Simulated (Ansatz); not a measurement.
Al₅N₅. The state is a triplet with charge 0. Geometry B3LYP-D4/def2-SVP, that of the neutral singlet; atoms count from 1.

```xyz
10

Al    2.419    0.270   -0.382
Al   -1.968    0.996    1.098
Al    0.765   -1.881   -1.395
Al    0.730    2.048    1.159
Al   -1.946   -1.433   -0.480
N    -0.863   -2.424   -1.371
N    -2.863   -0.319    0.451
N     2.303    1.695    0.569
N    -0.906    2.227    1.650
N     2.329   -1.178   -1.300
```

At PBE0-D4/def2-TZVP a singlet of charge 0 lies 2.68 eV below the triplet at the same geometry. The structure comes from a short search, and lower isomers may exist.

**Question.** Estimate the Mulliken populations from the PBE0/def2-TZVP orbitals of Ansatz.

**Answer.** 
```
atom  charge (e)  spin (α − β)
 Al1        0.23          0.26
 Al2        0.30          0.08
 Al3        0.23          0.26
 Al4        0.29          0.12
 Al5        0.29          0.12
  N6       -0.26          0.27
  N7       -0.33          0.03
  N8       -0.26          0.27
  N9       -0.33          0.03
 N10       -0.16          0.58
```
Mulliken values depend strongly on the basis.

**Question.** Where does the spin sit?

**Answer.** Summed by element: Al 0.83, N 1.17, of 2 unpaired in all. Largest on single atoms: N10 0.58, N6 0.27, N8 0.27.

**Question.** And the Mayer bond orders between heavy atoms (over 0.3)?

**Answer.** Al1–Al3 0.39 (2.90 Å); Al1–Al4 0.31 (2.90 Å); Al1–N8 1.50 (1.72 Å); Al1–N10 1.25 (1.72 Å); Al2–N7 1.53 (1.72 Å); Al2–N9 1.53 (1.72 Å); Al3–Al5 0.31 (2.90 Å); Al3–N6 1.50 (1.72 Å); Al3–N10 1.25 (1.72 Å); Al4–N8 1.39 (1.72 Å); Al4–N9 1.58 (1.72 Å); Al5–N6 1.39 (1.72 Å); Al5–N7 1.58 (1.72 Å).
